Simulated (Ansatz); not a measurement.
Reaction (redistribution): `[NH2][AlH][SiH2][SiH2]Cl` + `O[SiH2][SiH]([SiH3])Cl` → `O[SiH2][SiH2][SiH2]Cl` + `[NH2][AlH][SiH]([SiH3])Cl`

Computed with Ansatz on PBE0-D4/def2-TZVP structures; ΔE is electronic, products minus reactants. CCSD(T)/CBS is the MP2 limit (def2-TZVPP, def2-QZVPP) plus CCSD(T) − MP2 in def2-TZVPP, frozen cores. DFT in def2-TZVPP. B3LYP here is the variant with VWN-RPA as its local correlation; programs differ in this. Each species was taken in one conformer, which may not be the lowest.

`[NH2][AlH][SiH2][SiH2]Cl`:

```xyz
12

N    -2.248   -0.032    0.609
Al   -1.363   -1.264   -0.289
Si    1.064   -0.945   -0.425
Si    1.583    1.311   -0.116
Cl    0.674    1.956    1.638
H    -3.245   -0.019    0.754
H    -1.811    0.748    1.075
H    -2.170   -2.456   -0.953
H     1.643   -1.349   -1.741
H     1.798   -1.706    0.629
H     1.042    2.155   -1.213
H     3.032    1.602    0.033
```

`O[SiH2][SiH]([SiH3])Cl`:

Z-matrix (Å, degrees):
```
Si
Si 1 2.349
O 1 1.649 2 109.1
H 1 1.491 2 107.9 3 121.9
H 1 1.484 2 112.0 3 -118.2
Cl 2 2.089 1 103.4 3 -41.6
Si 2 2.339 1 115.4 3 -159.5
H 2 1.489 1 112.3 3 72.6
H 3 0.960 1 116.4 2 42.4
H 7 1.486 2 110.6 1 175.8
H 7 1.488 2 109.0 1 -64.1
H 7 1.486 2 109.3 1 55.1
```

`O[SiH2][SiH2][SiH2]Cl`:

Cartesian coordinates in Å:
```
O 1.844 -2.487 -0.162
Si 1.310 -1.059 0.473
Si -0.600 -0.229 -0.616
Si -1.255 1.805 0.333
Cl -2.903 2.553 -0.660
H 2.067 -2.506 -1.094
H 1.002 -1.345 1.896
H 2.365 -0.006 0.414
H -1.732 -1.191 -0.524
H -0.298 0.009 -2.057
H -0.173 2.817 0.235
H -1.627 1.639 1.761
```

`[NH2][AlH][SiH]([SiH3])Cl`:

Cartesian coordinates in Å:
```
N -1.985 1.321 -0.237
Al -0.629 1.584 0.863
Si 1.223 -0.013 0.648
Si 0.694 -1.869 -0.675
Cl 2.796 0.994 -0.295
H -2.804 1.906 -0.295
H -2.038 0.583 -0.921
H -0.686 2.814 1.859
H 1.767 -0.505 1.946
H 0.102 -1.411 -1.962
H -0.324 -2.693 0.035
H 1.884 -2.711 -0.966
```

Q: Is it downhill or uphill in electronic energy at CCSD(T)/CBS, and by how much? (Estimate.)

A: Ansatz gave: Uphill: ΔE = +3.2 kcal/mol.

Q: What do these levels give: B3LYP-D4, ωB97X-V, HF/def2-TZVPP, SCS-MP2/def2-TZVPP, CCSD(T)/def2-TZVPP, CCSD/CBS(def2)? (An estimate is asked.)

A: Computed: B3LYP-D4 3.4, ωB97X-V 3.2, HF/def2-TZVPP 1.6, SCS-MP2/def2-TZVPP 2.8, CCSD(T)/def2-TZVPP 3.0, CCSD/CBS(def2) 2.9 kcal/mol.

Largest T1 diagnostic among the species: 0.013.

The D4 term adds +1.3 kcal/mol with B3LYP and +0.7 kcal/mol with PBE0; it sums over pairs of atoms, weighted by their polarisabilities, and B3LYP, whose exchange is more repulsive, gets the larger term. In def2-TZVPP, CCSD(T) changes the Hartree–Fock value by +1.3 kcal/mol (the triples alone add +0.2 kcal/mol) and MP2 by +1.5 kcal/mol.
